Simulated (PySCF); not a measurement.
C6H11N2: g tensor and hyperfine couplings

Species: C₆H₁₁N₂ (doublet state).
Structure used (GFN2-xTB), in Å, numbered top down from 1:
```
atom  x, y, z in Å
C1    -2.0565    1.0207   -0.1508
C2    -1.8116   -0.4811   -0.1043
C3    -0.7053   -0.8412    0.8998
N4     0.5640   -0.2913    0.5537
C5     1.4206   -0.7819   -0.5006
C6     2.5631    0.1721   -0.3880
C7     2.2490    1.0364    0.6219
N8     1.0632    0.7732    1.1860
H9    -2.8116    1.2623   -0.8952
H10   -1.1394    1.5480   -0.4014
H11   -2.3971    1.3791    0.8175
H12   -1.5307   -0.8414   -1.0964
H13   -2.7260   -0.9984    0.1916
H14   -0.9651   -0.4446    1.8836
H15   -0.6151   -1.9330    0.9658
H16    0.9183   -0.7435   -1.4816
H17    1.7013   -1.8336   -0.3232
H18    3.4405    0.1462   -1.0003
H19    2.8284    1.8612    0.9911
```

The hyperfine couplings belong to this conformer and change with its torsions.

Identity: `CCCN1C[CH]C=N1` [radical].

Theory: UKS B3LYP, pcH-1 on C H N, non-relativistic, mean-field spin-orbit, GIAO in PySCF 2.14.0. The structure is a single GFN2-xTB conformer in the gas phase; no vibrational or solvent corrections. The geometry wasn't refined by DFT: couplings that depend on bond lengths, twists or pyramidal angles can differ widely from those at the functional's own minimum. Stability of the SCF solution: not tested.

- g1, g2, g3: 2.00211, 2.00348, 2.00452
- g_iso: 2.00337
- Form of g: rhombic: the two nearest values differ by 43 % of g3 − g1
- ⟨S²⟩: 0.7679 (exact 0.7500)
- Basis functions: 310

Hyperfine couplings atom by atom, in G; T1 to T3 are the principal values of the dipolar part; ρ(0) is the spin density at the nucleus (MHz turned into gauss with g_iso; 10 G = 1 mT):

```json
{"atom": "C1", "isotope": "13C", "a_iso": "-0.4", "T1": "-0.2", "T2": "-0.1", "T3": "0.3", "Mulliken spin population": "0.00", "ρ(0) (bohr⁻³)": "-0.0010"}
{"atom": "C2", "isotope": "13C", "a_iso": "5.2", "T1": "-0.7", "T2": "-0.5", "T3": "1.2", "Mulliken spin population": "0.01", "ρ(0) (bohr⁻³)": "0.0130"}
{"atom": "C3", "isotope": "13C", "a_iso": "-3.9", "T1": "-0.4", "T2": "-0.4", "T3": "0.7", "Mulliken spin population": "-0.02", "ρ(0) (bohr⁻³)": "-0.0097"}
{"atom": "N4", "isotope": "14N", "a_iso": "4.6", "T1": "-5.4", "T2": "-5.4", "T3": "10.8", "Mulliken spin population": "0.25", "ρ(0) (bohr⁻³)": "0.0400"}
{"atom": "C5", "isotope": "13C", "a_iso": "-13.1", "T1": "-0.4", "T2": "0.0", "T3": "0.4", "Mulliken spin population": "-0.08", "ρ(0) (bohr⁻³)": "-0.0326"}
{"atom": "C6", "isotope": "13C", "a_iso": "14.2", "T1": "-13.4", "T2": "-12.6", "T3": "26.0", "Mulliken spin population": "0.47", "ρ(0) (bohr⁻³)": "0.0354"}
{"atom": "C7", "isotope": "13C", "a_iso": "-11.4", "T1": "-8.1", "T2": "3.4", "T3": "4.7", "Mulliken spin population": "-0.17", "ρ(0) (bohr⁻³)": "-0.0285"}
{"atom": "N8", "isotope": "14N", "a_iso": "5.8", "T1": "-7.5", "T2": "-7.3", "T3": "14.9", "Mulliken spin population": "0.41", "ρ(0) (bohr⁻³)": "0.0502"}
{"atom": "H9", "isotope": "1H", "a_iso": "0.5", "T1": "-0.3", "T2": "-0.3", "T3": "0.5", "Mulliken spin population": "0.00", "ρ(0) (bohr⁻³)": "0.0003"}
{"atom": "H10", "isotope": "1H", "a_iso": "0.1", "T1": "-0.9", "T2": "-0.7", "T3": "1.6", "Mulliken spin population": "0.00", "ρ(0) (bohr⁻³)": "0.0000"}
{"atom": "H11", "isotope": "1H", "a_iso": "0.3", "T1": "-0.5", "T2": "-0.4", "T3": "0.8", "Mulliken spin population": "0.00", "ρ(0) (bohr⁻³)": "0.0002"}
{"atom": "H12", "isotope": "1H", "a_iso": "-0.5", "T1": "-0.9", "T2": "-0.3", "T3": "1.1", "Mulliken spin population": "0.00", "ρ(0) (bohr⁻³)": "-0.0003"}
{"atom": "H13", "isotope": "1H", "a_iso": "0.6", "T1": "-0.5", "T2": "-0.4", "T3": "0.9", "Mulliken spin population": "0.00", "ρ(0) (bohr⁻³)": "0.0003"}
{"atom": "H14", "isotope": "1H", "a_iso": "1.4", "T1": "-1.1", "T2": "-1.0", "T3": "2.2", "Mulliken spin population": "0.00", "ρ(0) (bohr⁻³)": "0.0009"}
{"atom": "H15", "isotope": "1H", "a_iso": "6.4", "T1": "-1.0", "T2": "-0.9", "T3": "1.9", "Mulliken spin population": "0.01", "ρ(0) (bohr⁻³)": "0.0040"}
{"atom": "H16", "isotope": "1H", "a_iso": "54.9", "T1": "-1.2", "T2": "-0.3", "T3": "1.5", "Mulliken spin population": "0.07", "ρ(0) (bohr⁻³)": "0.0344"}
{"atom": "H17", "isotope": "1H", "a_iso": "52.5", "T1": "-1.2", "T2": "-0.2", "T3": "1.4", "Mulliken spin population": "0.07", "ρ(0) (bohr⁻³)": "0.0330"}
{"atom": "H18", "isotope": "1H", "a_iso": "-11.1", "T1": "-6.6", "T2": "-0.2", "T3": "6.8", "Mulliken spin population": "-0.02", "ρ(0) (bohr⁻³)": "-0.0069"}
{"atom": "H19", "isotope": "1H", "a_iso": "2.1", "T1": "-1.6", "T2": "-0.3", "T3": "1.9", "Mulliken spin population": "0.01", "ρ(0) (bohr⁻³)": "0.0013"}
```

The Mulliken spin populations are largest on C6 (+0.47), N8 (+0.41), N4 (+0.25) and C7 (-0.17). Three atoms exceed +0.15.

C6, the radical centre as drawn in `CCCN1C[CH]C=N1`, holds a spin population of +0.47 out of 1.

Axes: g2 points within 2° of the C6–C7 bond and g3 points within 10° of the C3–N4 bond.

Under fast tumbling the dipolar parts average out, and these isotropic splittings remain: 2 × 1H (H16/H17, I = 1/2, 3 lines) with 5.37 mT, 1 × 1H (H18, I = 1/2, 2 lines) with 1.11 mT, 1 × 14N (N8, I = 1, 3 lines) with 0.58 mT, 1 × 14N (N4, I = 1, 3 lines) with 0.46 mT, 2 × 1H (H14/H15, I = 1/2, 3 lines) with 0.39 mT and 1 × 1H (H19, I = 1/2, 2 lines) with 0.21 mT.

Class means assume fast exchange of nuclei equivalent by connectivity; if that motion is slow, each nucleus keeps its own coupling. The 1H value of +11.0 MHz is a mean of couplings from 4.0 to 18.0 MHz in this one geometry, not an average over conformers.

The 13C coupling of C6 (39.8 MHz) shows only in satellite lines or after enrichment, since that isotope makes up about 1.07 % of natural carbon.

The spin density at the nucleus, in bohr⁻³, is negative for C5 (-0.0326), C7 (-0.0285) and C3 (-0.0097), for instance. A restricted open-shell determinant has no negative spin density anywhere; here it arises because α and β orbitals differ (spin polarisation).
